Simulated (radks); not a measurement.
Results of a calculation; reference values are marked as such.
All-electron atom: the hafnium ion Hf32+ in [Kr] 4d4.

Code: a radial shooting solver on a logarithmic mesh with Libxc functionals. Model: Dirac Kohn-Sham, exchange-only PBE, spin-unpolarised, spherical densities, finite nucleus; open shells fill j = l - 1/2 first; Fermi nuclear charge, rms radius 5.347 fm.

Energy parts (hartree):
part                   energy
total             -14546.8248
kinetic            16340.0702
electron-nucleus  -34308.2844
Hartree             3679.2807
exchange            -257.8912

Orbitals (lengths in bohr, moments of r in powers of bohr; <r^-3> diverges for s and p1/2; r(max) is where P^2 peaks):
| orbital | occ. | eigenvalue (hartree) | <r^-3> | <r^2> | r(max) | <r^4> |
|---|---|---|---|---|---|---|
| 1s1/2 | 2 | -2440.924 | - | 0.0004953 | 0.01190 | 6.628e-07 |
| 2s1/2 | 2 | -455.2389 | - | 0.007582 | 0.06826 | 0.0001001 |
| 2p1/2 | 2 | -436.9115 | - | 0.005432 | 0.05092 | 0.00006063 |
| 2p3/2 | 4 | -393.1194 | 14850 | 0.006636 | 0.05754 | 0.00008631 |
| 3s1/2 | 2 | -138.2362 | - | 0.04893 | 0.1918 | 0.003598 |
| 3p1/2 | 2 | -130.1928 | - | 0.04494 | 0.1798 | 0.003176 |
| 3p3/2 | 4 | -120.6396 | 3386 | 0.05127 | 0.1932 | 0.004088 |
| 3d3/2 | 4 | -107.1415 | 582.1 | 0.03975 | 0.1516 | 0.002762 |
| 3d5/2 | 6 | -105.0508 | 500.3 | 0.04147 | 0.1553 | 0.002981 |
| 4s1/2 | 2 | -59.01322 | - | 0.2076 | 0.4182 | 0.06019 |
| 4p1/2 | 2 | -55.60931 | - | 0.2078 | 0.4152 | 0.06136 |
| 4p3/2 | 4 | -52.80554 | 1014 | 0.2293 | 0.4380 | 0.07433 |
| 4d3/2 | 4 | -47.24385 | 167.4 | 0.2246 | 0.4242 | 0.07417 |
| 4d5/2 | 0 | -46.65187 | 143.0 | 0.2308 | 0.4307 | 0.07814 |

The highest occupied level is 4d3/2 at -1285.6 eV. The electron density at the nucleus is 1.21e+06 e/bohr^3. For comparison, the ionisation energy in NIST's Atomic Spectra Database is 1311 eV (theoretical). In exact Kohn-Sham theory the highest level is minus the ionisation energy, but local and semilocal functionals leave it too shallow, through self-interaction and a potential that decays too fast; potentials with the right tail come closer.

Beside tabulated values, note that spin-unpolarised runs miss the spin-polarisation part of the exchange energy of open shells.
